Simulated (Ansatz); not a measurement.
Stepwise reaction of `[CH3][Ga]([SH])[SH]` with hydrogen, as a gas-phase model of exchange steps in deposition or etching. ΔE in kJ/mol.

Gas-phase electronic energies from Ansatz, PBE0-D4/def2-TZVP geometries. CBS: MP2 limit from def2 TZ/QZ plus the TZ coupled-cluster correction, frozen cores. This one scheme is used for every species. DFT in def2-TZVPP. B3LYP here is the variant with VWN-RPA as its local correlation; programs differ in this. For Ga outer-core shells are correlated without core-valence functions, which leaves a few kJ/mol of doubt a bond. Scalar relativity is left out up to krypton. Each species was taken in one conformer, which may not be the lowest.

```tsv
step	reaction	PBE-D4	B3LYP-D4	ωB97M-V	CCSD(T)/CBS
2	`[CH3][GaH][SH]` + H₂ → `[CH3][GaH2]` + H₂S	93.7	89.1	85.9	92.6
```

Q: Give the row of step 1, `[CH3][Ga]([SH])[SH]` + H₂ → `[CH3][GaH][SH]` + H₂S. (An estimate is asked.)

A: Computed: 
| step | reaction | PBE-D4 | B3LYP-D4 | ωB97M-V | CCSD(T)/CBS |
| --- | --- | --- | --- | --- | --- |
| 1 | `[CH3][Ga]([SH])[SH]` + H₂ → `[CH3][GaH][SH]` + H₂S | 80.3 | 77.5 | 74.1 | 80.1 |

Q: By hand: ΔE of the 2 steps together at CCSD(T)/CBS.

A: (80.1) + (92.6) = 172.7 kJ/mol, or 86.3 kJ/mol a step.

In ΔE each step is higher than the one before. All are uphill at CCSD(T)/CBS. PBE-D4 differs from CCSD(T)/CBS by 0.2 to 1.1 kJ/mol a step. Only this route is followed, and other bonds may react first. Isolated molecules leave out the surface, adducts and barriers. Largest T1 diagnostic: 0.012.
